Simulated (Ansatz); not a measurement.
Ga2Te3⁺. Total charge 1; doublet. Geometry r2SCAN-D4/def2-SVP, basis def2-TZVP, Ansatz.

| atom | x (Å) | y (Å) | z (Å) |
| --- | --- | --- | --- |
| Ga1 | 2.744 | 0.998 | -1.270 |
| Ga2 | -0.278 | -0.471 | 0.143 |
| Te3 | -1.570 | 1.748 | 0.620 |
| Te4 | 1.714 | -1.557 | -0.711 |
| Te5 | -2.610 | -0.717 | 1.217 |

```
run  HOMO (eV)  LUMO (eV)
  A      -9.41      -9.06
  B     -10.24      -8.42
  C     -12.41      -6.56
  D      -9.63      -9.00
```

In the def2 sets Te takes a core potential; there is no spin–orbit coupling. LC-ωPBE has ω = 0.4 bohr⁻¹. Another isomer (doublet) lies 0.21 eV lower at PBE0-D4/def2-TZVP; other spin states weren't run for this one.

HOMO and LUMO are taken over both spins.

Task: The runs used LC-ωPBE, PBE, PBE0, r2SCAN. Estimate which is which.

Result: A PBE (0 % exact exchange); B PBE0 (25 % exact exchange); C LC-ωPBE (range-separated); D r2SCAN (0 % exact exchange). Exact exchange lowers occupied and raises empty levels; among semilocal functionals meta-GGAs tend to open the gap a little, and such runs are hard to tell apart. The gap grows from 0.35 eV (PBE) to 5.85 eV (LC-ωPBE).
